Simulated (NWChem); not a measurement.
Isomers of C3H4BFO, each optimised at PBE0/def2-SVP with NWChem, gas phase unless a solvent is named. Flexible species stand in one conformer each, which need not be the lowest. Pople sets run with spherical d functions. Relative energies count from the lowest isomer at each level and are electronic, without zero-point energy, on those geometries. Shieldings are non-relativistic GIAO values without spin-orbit effects.

A: C=C=CB(O)F
B: C1B(COC=1)F
C: B1(F)C(=O)CC1

```
quantity                                                    A     B  C
-------------------------------------------------------  ----  ----  -
relative energy, PBE0/def2-SVP (kcal/mol)                 0.0   9.6  …
relative energy, PBE/def2-SVP (kcal/mol)                  0.0  10.3  …
11B shift against boron trifluoride, B3LYP/6-31G* (ppm)  14.8  40.7  …
```

Q: Complete the blanks.

A: 
- relative energy, PBE0/def2-SVP (kcal/mol), C: 30.2
- relative energy, PBE/def2-SVP (kcal/mol), C: 30.2
- 11B shift against boron trifluoride, B3LYP/6-31G* (ppm), C: 47.0
